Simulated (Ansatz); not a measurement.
A series at Ge: from `[OH][GeH3]`, ligands are replaced one by one, each step taking up H–F and setting free H₂; n counts the steps. Ansatz, PBE0-D4/def2-TZVP geometries. Each molecule was computed in one conformer, which needn't be the lowest.

CBS adds triple-zeta CCSD(T) − MP2 to the MP2 limit, frozen cores; atoms without spin–orbit coupling. Outer-core shells of Ge are correlated without core-valence functions. Scalar relativity is left out up to krypton. Spin–orbit coupling is left out.

```csv
n,molecule,"atomization energy, CCSD(T)/CBS (kJ/mol)"
0,`[OH][GeH3]`,1766.0
1,`[OH][GeH2][F]`,1955.7
2,`[OH][GeH]([F])[F]`,?
3,`[OH][Ge]([F])([F])[F]`,2307.8
```

Problem. By hand: fit a straight line y = ȳ + b (n − n̄) to the 3 given rows and predict n = 2.

Solution. n̄ = 1.333, ȳ = 2009.83; Σ(n − n̄)(y − ȳ) = 839.77, Σ(n − n̄)² = 4.667, so b = 179.94 kJ/mol a step. Prediction: 2009.83 + (179.94) × (0.667) = 2129.8 kJ/mol.

Problem. By hand: compare with the computed value, 2145.2 kJ/mol, and give the steps along the whole series.

Solution. The line misses by 15.4 kJ/mol (computed minus predicted). Steps: 189.7, 189.5, 162.6 kJ/mol.

The steps shrink at each stage, from 189.7 to 162.6 kJ/mol, so the series is curved. The miss is 2.8 % of the series' range. The energies themselves are unsure by some kJ/mol a bond, though much of that is common to the series.
